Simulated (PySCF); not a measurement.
C2H7ClOSi, SMILES C[C@@H](O)[SiH2]Cl. Heavy atoms are numbered as in [CH3:1][C@@H:2]([OH:3])[SiH2:4][Cl:5]. Hydrogens are named by the atom that carries them.

The structure is a stationary point at r2SCAN-D4/def2-SVP. The structure was generated by enumeration; whether it is a known compound was not checked. One conformer was computed; it need not be the lowest.

The numbers are results of PBE/def2-TZVP run with PySCF, not measurements.

ESP charges are fitted to the potential on shells at 1.4 to 2.0 van der Waals radii. Atomic charges (e), one atom of each kind:

| atom | Löwdin | ESP fit | meta-Löwdin |
|---|---|---|---|
| C1 (CH3) | -0.32 | -0.64 | -0.36 |
| C2 (CH) | -0.51 | 0.38 | -0.10 |
| O3 (OH) | 0.00 | -0.60 | -0.51 |
| Si4 (SiH2) | -0.02 | -0.06 | 0.61 |
| Cl5 | 0.21 | -0.10 | -0.28 |
| H on C1 | 0.12 | 0.17 | 0.11 |
| H on C2 | 0.15 | 0.09 | 0.13 |
| H on O3 | 0.17 | 0.40 | 0.33 |
| H on Si4 | -0.03 | 0.02 | -0.09 |

### Question
Give the Mayer and Wiberg (Löwdin basis) orders of the bonds. (Estimate from the structure and the level; the computed values follow.)

### Answer

```
bond     Mayer  Wiberg
-------  -----  ------
C1–C2     0.99    1.30
C2–O3     1.00    1.55
C2–Si4    1.00    1.09
Si4–Cl5   1.18    1.84
```
